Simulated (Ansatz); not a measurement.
Geometry optimisation, DFT PBE, scalar-relativistic, plane waves, PAW (Ansatz 0.2.0).

Input file:

```yaml
crystal:
  lattice:
    - [9.9, 0.0, 0.0]
    - [0.0, 7.000357, 0.0]
    - [0.0, 0.0, 17.250268]
  atoms:
    - { symbol: Pb, position: [0.25, 0.25, 0.0579701] }
    - { symbol: Pb, position: [0.75, 0.25, 0.0579701] }
    - { symbol: Pb, position: [0.25, 0.75, 0.0579701] }
    - { symbol: Pb, position: [0.75, 0.75, 0.0579701] }
    - { symbol: Pb, position: [0.0, 0.0, 0.159423] }
    - { symbol: Pb, position: [0.5, 0.0, 0.159423] }
    - { symbol: Pb, position: [0.0, 0.5, 0.159423] }
    - { symbol: Pb, position: [0.5, 0.5, 0.159423] }
    - { symbol: Pb, position: [0.25, 0.25, 0.2608759] }
    - { symbol: Pb, position: [0.75, 0.25, 0.2608759] }
    - { symbol: Pb, position: [0.25, 0.75, 0.2608759] }
    - { symbol: Pb, position: [0.75, 0.75, 0.2608759] }
    - { symbol: Pb, position: [0.0, 0.0, 0.3623287] }
    - { symbol: Pb, position: [0.5, 0.0, 0.3623287] }
    - { symbol: Pb, position: [0.0, 0.5, 0.3623287] }
    - { symbol: Pb, position: [0.5, 0.5, 0.3623287] }
    - { symbol: P, position: [0.2516569, 0.0074259, 0.412183] }
basis:
  ecutwfc: 420.0
kpoints:
  mp_grid: { grid: [2, 3, 1] }
hamiltonian:
  xc: pbe
scf:
  occupations: { method: fermi_dirac, width: 0.05 }
  lower_state_search: "off"
relax:
  f_tol: 0.03
  max_steps: 60
  adjacent_minimum: "off"
  constraints: [{ sites: [0, 1, 2, 3] }]
output:
  write_density: true
  write_potential: true
  elf: true
  volumetric_format: npy
```

Run as:

```bash
$ ansatz run input.yaml --threads 4 --pin off --max-ram 10240MiB --backend cpu --events-out ev --progress --plain --runs-dir out
```

Problem. Where does it end, and by what steps?

Solution. It converged. Limits of this set-up: coarse k mesh, thin slab, slab without dipole correction, odd electron count without spin, a typed lattice constant that wasn't relaxed here. After 8 steps the energy has fallen by 0.591 eV; Pb15 moved furthest, 0.51 Å.

```tsv
step	energy less start (eV)	largest force component (eV/Å)	accepted
0	0.0000	0.674	yes
1	-0.4170	0.297	yes
2	-0.5279	0.132	yes
3	-0.5486	0.076	yes
4	-0.5705	0.128	yes
5	-0.5641	0.312	no
6	-0.5873	0.045	yes
7	-0.5864	0.066	no
8	-0.5905	0.017	yes
```

```xyz
17
Lattice="9.9000 0.0000 0.0000 0.0000 7.0004 0.0000 0.0000 0.0000 17.2503" Properties=species:S:1:pos:R:3
Pb 2.475 1.750 1.000
Pb 7.425 1.750 1.000
Pb 2.475 5.250 1.000
Pb 7.425 5.250 1.000
Pb 0.255 -0.001 2.680
Pb 4.695 -0.001 2.680
Pb -0.025 3.495 2.510
Pb 4.975 3.495 2.510
Pb 2.474 1.761 4.938
Pb 7.425 1.632 4.188
Pb 2.474 5.253 4.930
Pb 7.425 5.365 4.184
Pb -0.063 -0.006 6.354
Pb 5.012 -0.006 6.352
Pb -0.363 3.497 5.888
Pb 5.312 3.497 5.887
P 2.474 0.007 7.275
```

Whether the end is a true minimum wasn't checked by a vibrational analysis.

Run time: 110 s on 4 threads of INTEL(R) XEON(R) PLATINUM 8581C CPU @ 2.10GHz (Emerald Rapids) (shared host), peak memory 3.3 GiB.
